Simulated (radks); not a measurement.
Values are calculated unless marked as measured or tabulated.
Q: The cadmium ion Cd11+ is in [Kr] 4d1. Code: a radial shooting solver on a logarithmic mesh with Libxc functionals. Model: scalar-relativistic Kohn-Sham, r2SCAN, spin-polarised, spherical densities, finite nucleus; meta-GGA in the generalised Kohn-Sham scheme; Fermi nuclear charge, rms radius of each element as measured or else 0.836 A^(1/3) + 0.57 fm. Open shells are filled with parallel spins first. One electron is removed from 4p, 3d, 4d, 4s in turn, with full relaxation. Which removal costs least, and what does each cost?

A: 4d 217.85 eV; 4p 283.38 eV; 4s 327.63 eV; 3d 652.65 eV. The 4d electron leaves first.
